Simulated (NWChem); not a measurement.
System: C₃H₃NO₂; SMILES N=c1occo1

NWChem input:

```
start job
memory heap 200 mb stack 900 mb global 1100 mb
geometry units angstroms noautoz
  N     -0.078723    -2.015995     0.000000
  C     -0.020822    -0.765027     0.000000
  O      1.088491     0.035321     0.000000
  C      0.653562     1.334947     0.000000
  C     -0.679838     1.331594     0.000000
  O     -1.117311     0.037570     0.000000
  H      0.855518    -2.420708     0.000000
  H      1.399884     2.122877     0.000000
  H     -1.427290     2.118625     0.000000
end
basis spherical
  N library def2-svp
  C library def2-svp
  O library def2-svp
  H library def2-svp
end
dft
  xc xwpbe 1.00 cpbe96 1.0 hfexch 1.00
  cam 0.35 cam_alpha 0.0 cam_beta 1.0
  iterations 150
  vectors input atomic output neutral.movecs
end
task dft energy
charge 1
dft
  odft
  mult 2
  vectors input atomic output cation.movecs
end
task dft energy
```

Parts of the log:

```
             Northwest Computational Chemistry Package (NWChem) 7.3.0
             --------------------------------------------------------

 CS  symmetry detected

                             Geometry "geometry" -> ""
                             -------------------------

 Output coordinates in angstroms (scale by  1.889725989 to convert to a.u.)

  No.       Tag          Charge          X              Y              Z
 ---- ---------------- ---------- -------------- -------------- --------------
    1 N                    7.0000    -0.07973060    -2.00895766     0.00000000
    2 C                    6.0000    -0.01786143    -0.75817963     0.00000000
    3 O                    8.0000     1.09398494     0.03864526     0.00000000
    4 C                    6.0000     0.66318095     1.33964445     0.00000000
    5 C                    6.0000    -0.67022298     1.34052142     0.00000000
    6 O                    8.0000    -1.11179883     0.04789174     0.00000000
    7 H                    1.0000     0.85322182    -2.41663232     0.00000000
    8 H                    1.0000     1.41199875     2.12520292     0.00000000
    9 H                    1.0000    -1.41517451     2.12991961     0.00000000

 Effective nuclear repulsion energy (a.u.)     230.0998713955

      Symmetry information
      --------------------

 Group name             Cs
 Group number              2
 Group order               2
 No. of unique centers     9

  pbe96 is a nonlocal functional; adding pw91lda local functional.

                                 NWChem DFT Module
                                 -----------------

 Summary of "ao basis" -> "ao basis" (spherical)
 ------------------------------------------------------------------------------
       Tag                 Description            Shells   Functions and Types
 ---------------- ------------------------------  ------  ---------------------
 N                          def2-svp                 6       14   3s2p1d
 C                          def2-svp                 6       14   3s2p1d
 O                          def2-svp                 6       14   3s2p1d
 H                          def2-svp                 3        5   2s1p

      Symmetry analysis of basis
      --------------------------

        a'         72
        a"         27

            General Information
            -------------------
          SCF calculation type: DFT
          Wavefunction type:  closed shell.
          No. of atoms     :     9
          No. of electrons :    44
           Alpha electrons :    22
            Beta electrons :    22
          Charge           :     0
          Spin multiplicity:     1
          Use of symmetry is: on ; symmetry adaption is: on
          Maximum number of iterations: 150
          AO basis - number of functions:    99
                     number of shells:    45
          Convergence on energy requested:  1.00D-06
          Convergence on density requested:  1.00D-05
          Convergence on gradient requested:  5.00D-04

              XC Information
              --------------
                     Hartree-Fock (Exact) Exchange  1.000
                     LC-wPBE(h)Exchange Functional  1.000
            Perdew 1991 LDA Correlation Functional  1.000 local
           PerdewBurkeErnz. Correlation Functional  1.000 non-local

           Range-Separation Parameters
           ---------------------------
           Alpha           :  0.00
           Beta            :  1.00
           Gamma           :  0.35
           Short-Range HF  :     F

             Grid Information
             ----------------
          Grid used for XC integration:  medium
          Radial quadrature: Mura-Knowles
          Angular quadrature: Lebedev.
          Tag              B.-S. Rad. Rad. Pts. Rad. Cut. Ang. Pts.
          ---              ---------- --------- --------- ---------
          N                   0.65       49          11.0       434
          C                   0.70       49          11.0       434
          O                   0.60       49           9.0       434
          H                   0.35       45          12.0       434
          Grid pruning is: on
          Number of quadrature shells:   429
          Spatial weights used:  Erf1

      Superposition of Atomic Density Guess
      -------------------------------------

 Sum of atomic energies:        -317.99875795

      Non-variational initial energy
      ------------------------------

 Total energy =    -321.466075
 1-e energy   =    -889.559006
 2-e energy   =     337.993059
 HOMO         =      -0.229445
 LUMO         =       0.071907

      Symmetry analysis of molecular orbitals - initial
      -------------------------------------------------

  Numbering of irreducible representations:

     1 a'          2 a"

  Orbital symmetries:

     1 a'          2 a'          3 a'          4 a'          5 a'
     6 a'          7 a'          8 a'          9 a'         10 a'
    11 a'         12 a'         13 a'         14 a"         15 a'
    16 a'         17 a"         18 a'         19 a'         20 a'
    21 a"         22 a"         23 a"         24 a"         25 a'
    26 a'         27 a'         28 a'         29 a'         30 a'
    31 a'         32 a'

   convergence    iter        energy       DeltaE   RMS-Dens  Diis-err
 ---------------- ----- ----------------- --------- --------- ---------
 d= 0,ls=0.0,diis     1   -320.6459235113 -5.51D+02  1.22D-02  1.31D+00
 d= 0,ls=0.0,diis     2   -320.6819363098 -3.60D-02  6.60D-03  1.13D+00
 d= 0,ls=0.0,diis     3   -320.7906331998 -1.09D-01  1.39D-03  3.22D-02
 d= 0,ls=0.0,diis     4   -320.7937784487 -3.15D-03  4.84D-04  6.93D-03
 d= 0,ls=0.0,diis     5   -320.7944349096 -6.56D-04  1.87D-04  4.20D-04
  Resetting Diis
 d= 0,ls=0.0,diis     6   -320.7944842810 -4.94D-05  8.99D-05  3.38D-05
 d= 0,ls=0.0,diis     7   -320.7944908337 -6.55D-06  2.73D-05  3.21D-06
 d= 0,ls=0.0,diis     8   -320.7944911531 -3.19D-07  1.04D-05  3.02D-06
 d= 0,ls=0.0,diis     9   -320.7944914730 -3.20D-07  8.28D-06  1.65D-07

         Total DFT energy =     -320.794491473030
      One electron energy =     -892.241083163784
           Coulomb energy =      382.547705183901
    Exchange-Corr. energy =      -41.200984888618
 Nuclear repulsion energy =      230.099871395470

 Numeric. integr. density =       43.999996203001

                  Occupations of the irreducible representations
                  ----------------------------------------------

                     irrep           alpha         beta
                     --------     --------     --------
                     a'               18.0         18.0
                     a"                4.0          4.0

                       DFT Final Molecular Orbital Analysis
                       ------------------------------------

 Vector   20  Occ=2.000000D+00  E=-4.478375D-01  Symmetry=a"
              MO Center= -2.8D-02, -2.8D-01, -1.8D-15, r^2= 3.2D+00
   Bfn.  Coefficient  Atom+Function         Bfn.  Coefficient  Atom+Function
  ----- ------------  ---------------      ----- ------------  ---------------
     6      0.343094  1 N  pz                20     -0.338041  2 C  pz
    62      0.289327  5 C  pz                48      0.287270  4 C  pz
     9     -0.220865  1 N  pz                23     -0.186643  2 C  pz
    51      0.173488  4 C  pz                65      0.172821  5 C  pz
    76      0.034431  6 O  pz                79      0.027780  6 O  pz

 Vector   21  Occ=2.000000D+00  E=-3.949382D-01  Symmetry=a'
              MO Center= -2.0D-01, -1.9D+00,  9.9D-15, r^2= 1.4D+00
   Bfn.  Coefficient  Atom+Function         Bfn.  Coefficient  Atom+Function
  ----- ------------  ---------------      ----- ------------  ---------------
     4      0.447025  1 N  px                 3      0.320090  1 N  s
     7     -0.260129  1 N  px                 5      0.246825  1 N  py
     2      0.238441  1 N  s                  8     -0.188402  1 N  py
    85     -0.169200  7 H  s                 21     -0.166520  2 C  px
    31      0.143534  3 O  s                 33     -0.133813  3 O  py

 Vector   22  Occ=2.000000D+00  E=-3.289028D-01  Symmetry=a"
              MO Center= -2.4D-02, -6.9D-02, -6.2D-15, r^2= 3.3D+00
   Bfn.  Coefficient  Atom+Function         Bfn.  Coefficient  Atom+Function
  ----- ------------  ---------------      ----- ------------  ---------------
     6      0.343536  1 N  pz                48     -0.292659  4 C  pz
    76      0.293270  6 O  pz                34      0.285655  3 O  pz
    62     -0.284481  5 C  pz                 9     -0.278236  1 N  pz
    79      0.245975  6 O  pz                37      0.241752  3 O  pz
    51     -0.195990  4 C  pz                65     -0.187225  5 C  pz

 Vector   23  Occ=0.000000D+00  E= 9.234812D-02  Symmetry=a"
              MO Center= -7.4D-03,  1.3D+00,  2.7D-15, r^2= 2.1D+00
   Bfn.  Coefficient  Atom+Function         Bfn.  Coefficient  Atom+Function
  ----- ------------  ---------------      ----- ------------  ---------------
    51      0.652296  4 C  pz                65     -0.653057  5 C  pz
    62     -0.450378  5 C  pz                48      0.446225  4 C  pz
    37     -0.217669  3 O  pz                79      0.217286  6 O  pz
    34     -0.183845  3 O  pz                76      0.183452  6 O  pz
    94      0.028637  8 H  pz                99     -0.028604  9 H  pz

[...]
```

Level: LC-wPBE (HJS exchange hole, range parameter 0.35 per bohr)/def2-SVP, vertical spin-unrestricted ions. The geometry was optimised at PBE0/def2-SVP.
